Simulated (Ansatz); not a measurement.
System: LaBr2, net charge 1, singlet state. The spin state was set by rule; other spins were not relaxed. 
Coordinates optimised at B3LYP-D3(BJ)/def2-TZVP (Ansatz, a quantum-chemistry and plane-wave program):
```
La
Br 1 2.6726
Br 1 2.6726 2 107.25
```
Charge +1, spin multiplicity 1.

Basis-set convergence of Hartree-Fock and CCSD correlation energies (hartree) with Ansatz. Valence correlation only, unless marked. No spin-orbit coupling. The frozen core is the preceding noble-gas configuration, with the filled d and f shells of earlier blocks. In def2 rows, elements after Kr have scalar-relativistic effective core potentials.

```
basis       functions        E(HF)  E(corr, CCSD)
----------  ---------  -----------  -------------
def2-SVP           96  -5175.31192       -0.29132
def2-TZVPP        152   (withheld)     (withheld)
```

**Question.** What belongs in the gaps?

**Answer.** 
- def2-TZVPP, E(HF): -5175.94765
- def2-TZVPP, E(corr, CCSD): -0.38373
